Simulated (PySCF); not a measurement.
Si(CCH)2(Me)(OH) (C5H6OSi), SMILES C#C[Si](C)(O)C#C.

Geometry: PBE0-D3(BJ)/def2-SVP. The values are those of a single conformer.

All values below come from SMD-ωB97X/6-31G* (PySCF).

Solvation free energies are E(SMD) − E(gas) at the gas-phase geometry, for 1 M in both phases. In vacuum the dipole moment is 1.34 D.

```csv
solvent,ΔG(solv) (kcal/mol),its non-electrostatic (CDS) part,dipole (D)
water,-3.7,8.4,1.81
tetrahydrofuran,-4.5,2.8,1.58
chlorobenzene,…,…,…
```

Question: Some entries are withheld; supply them. (The exact figures need the calculation; the answer reports its results.)

Answer: 
- chlorobenzene, ΔG(solv) (kcal/mol): -5.0
- chlorobenzene, its non-electrostatic (CDS) part: 1.7
- chlorobenzene, dipole (D): 1.56
